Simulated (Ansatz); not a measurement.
Mulliken charges of CH4Cl2GeO2 (`C[O][Ge]([OH])([Cl])[Cl]`) from ωB97M-V/def2-TZVPP in Ansatz (PBE0-D4/def2-TZVP geometry).

```
atom   x (Å)   y (Å)   z (Å)  charge (e)
  C1   1.022  -1.291  -0.049      -0.174
  O2   0.421  -0.158  -0.653      -0.394
 Ge3  -0.738   0.819   0.216       0.853
  O4  -1.223   2.094  -0.872      -0.383
 Cl5   0.124   1.632   1.982      -0.233
 Cl6  -2.424  -0.335   0.803      -0.232
  H7   1.693  -1.731  -0.788       0.129
  H8   1.605  -1.012   0.834       0.123
  H9   0.275  -2.038   0.236       0.123
 H10  -0.756   2.020  -1.710       0.189
```

Q: By hand: the dipole of these point charges (1 e Å = 4.8032 D).

A: Σ q r = (0.335, -0.336, -0.157) e Å, of length 0.500 e Å = 2.40 D.

Q: How does the dipole of the full density compare? (An estimate is asked.)

A: Ansatz gave: (0.316, -0.270, -0.217) e Å, 2.25 D; the point charges give 1.07 times that, at 10° from its direction.

Point charges leave out the atoms' own dipoles, such as those of lone pairs, and Mulliken's split depends on the basis, so the close match here is no proof of good charges.
